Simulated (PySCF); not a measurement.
Species: C₅H₁₁O₂ (doublet state).
Z-matrix (Å and degrees, GFN2-xTB geometry), rows numbered from 1:
```
C 
O   1  1.4022
C   2  1.4372  1  113.40
C   3  1.4792  2  108.72  1  -178.37
C   4  1.4753  3  121.19  2   -88.30
C   5  1.5579  4  112.24  3    51.43
O   6  1.3959  5  112.89  4    54.48
H   1  1.0974  2  111.34  3   -61.35
H   1  1.0968  2  111.28  3    60.09
H   1  1.0884  2  106.55  3   179.32
H   3  1.1007  2  108.89  1    60.10
H   3  1.1011  2  108.35  1   -57.82
H   4  1.0763  3  117.12  2    73.71
H   5  1.0967  4  110.97  3   -66.98
H   5  1.0897  4  109.89  3   172.89
H   6  1.0980  5  108.97  4   -68.94
H   6  1.0928  5  108.91  4   172.66
H   7  0.9695  6  107.25  5   -65.49
```

The hyperfine couplings belong to this conformer and change with its torsions.

The species is `O(C)C[CH]CCO` [radical].

Computed with PySCF, UKS B3LYP, pcH-1 on C H O, non-relativistic, mean-field spin-orbit, GIAO. The structure is a single GFN2-xTB conformer in the gas phase; no vibrational or solvent corrections. A GFN2-xTB geometry isn't a minimum of the functional, and hyperfine couplings can be far from their values at a DFT geometry. Stability of the SCF solution: not tested.

What is the g tensor, term by term?

| Δg (ppm) | 1 | 2 | 3 |
| --- | --- | --- | --- |
| relativistic mass correction | -156 | -156 | -156 |
| gauge correction | 5 | 47 | 31 |
| orbital Zeeman/spin–orbit | -28 | 305 | 929 |
| total | -179 | 197 | 804 |

So g = 2.00214, 2.00252, 2.00312 and g_iso = 2.00259; the tensor is rhombic: the two nearest values differ by 38 % of g3 − g1. Axes: g2 points within 12° of the C4–C5 bond.

What effective moment and Curie constant follow for a powder?

With the mean of g² = 4.0104 and S(S+1) = 0.75: μ_eff = √(⟨g²⟩S(S+1)) = 1.734 μB and χT = 0.12505·⟨g²⟩·S(S+1) = 0.376 cm³ K/mol (cgs; spin-Hamiltonian part alone).

How much does each term add to the isotropic shift?

The orbital-Zeeman/spin–orbit term 402, the mass correction -156 and the gauge correction 28 ppm, for a total of 274 ppm. The orbital-Zeeman/spin–orbit term is the largest in size. The mass correction is the same along every axis, so the anisotropy comes from the other two: their spans along these axes are 42 (gauge) and 958 ppm (orbital Zeeman/spin–orbit).

In a frozen sample, at which fields do the three g values resonate at 9.5, 34, 94 and 263 GHz (hyperfine left aside), and which band first spreads them over more than twice a line width of 1.0 mT?

| band | GHz | B(g3) mT | B(g2) mT | B(g1) mT | spread mT |
| --- | --- | --- | --- | --- | --- |
| X | 9.5 | 338.85 | 338.95 | 339.01 | 0.17 |
| Q | 34.0 | 1212.72 | 1213.09 | 1213.31 | 0.60 |
| W | 94.0 | 3352.81 | 3353.82 | 3354.45 | 1.65 |
| J | 263.0 | 9380.73 | 9383.57 | 9385.33 | 4.61 |

The spread grows in proportion to the frequency. J band is the first where it exceeds 2.0 mT.

The largest Mulliken spin populations are on C4 (+1.03) and C5 (-0.08). No atom but C4 exceeds +0.15. The angles at C4 add up to 357.5°, so it is nearly planar; its axial dipolar tensor and the negative coupling of its proton fit spin in a p orbital normal to that plane.

The HOMO–LUMO gaps are 6.86 eV among the α and 5.02 eV among the β orbitals.
